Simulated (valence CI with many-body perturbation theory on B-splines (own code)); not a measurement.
Ho XXXVI: fill in the table

Level of theory: valence CI with perturbative core correlation (CI+MBPT): four valence electrons over a frozen Dirac-Fock core [Ar] 3d10, radial functions for each j: 11 s, 11 p, 10 d, 8 f, 5 g, 2 h, with the one-electron correlation potential Σ1 (screened to all orders), the two-electron term Σ2, the three-electron term Σ3, Breit, model QED; selected single and double excitations, second order for the rest, scaled by the run's own slope (own B-spline code, finite nucleus).

No measured spectrum was set against this ion. As an estimate, large intervals hold to a few tenths of a per cent, small ones and those within an open d or f shell to about a per cent. Among the levels kept, up to 400 cm⁻¹ of a level comes from second order outside the variational space, and about a tenth of that is noise between levels of different J, which matters for small intervals.

```tsv
Level	E (cm⁻¹)
(4s^2 4p1/2^2) J=0	0
(4s^2 4p1/2 4p3/2) J=1	420850
(4s^2 4p1/2 4p3/2) J=2	?
(4s^2 4p3/2^2) J=2	?
(4s^2 4p3/2^2) J=0	958740
(4s 4p1/2^2 4p3/2) J=2	1055800
(4s 4p1/2^2 4p3/2) J=1	1157600
(4s 4p1/2 4p3/2^2) J=2 [a]	?
(4s^2 4p1/2 4d3/2) J=2	1455200
(4s 4p1/2 4p3/2^2) J=3	1498800
(4s^2 4p1/2 4d3/2) J=1	1563600
(4s 4p1/2 4p3/2^2) J=0	1565200
(4s 4p1/2 4p3/2^2) J=1 [a]	1618400
(4s 4p1/2 4p3/2^2) J=2 [b]	1619100
(4s^2 4p1/2 4d5/2) J=3	1641700
(4s 4p1/2 4p3/2^2) J=1 [b]	1657100
(4s^2 4p1/2 4d5/2) J=2	?
(4s 4p3/2^3) J=2	1953300
(4s^2 4p3/2 4d3/2) J=1	?
(4s^2 4p3/2 4d3/2) J=2	?
```

Levels are named by their leading jj configuration (3d3/2^4 stands for four electrons in 3d with j = 3/2), which in mixed levels can hold well under half, so a name can repeat and another be missing. Letters in brackets count levels of one name in rising energy.

(1) The levels stand in rising order. What does the calculation give for the missing energies?

## Answers

(1) (4s^2 4p1/2 4p3/2) J=2 450460; (4s^2 4p3/2^2) J=2 893630; (4s 4p1/2 4p3/2^2) J=2 [a] 1440100; (4s^2 4p1/2 4d5/2) J=2 1663700; (4s^2 4p3/2 4d3/2) J=1 1989400; (4s^2 4p3/2 4d3/2) J=2 1992600.
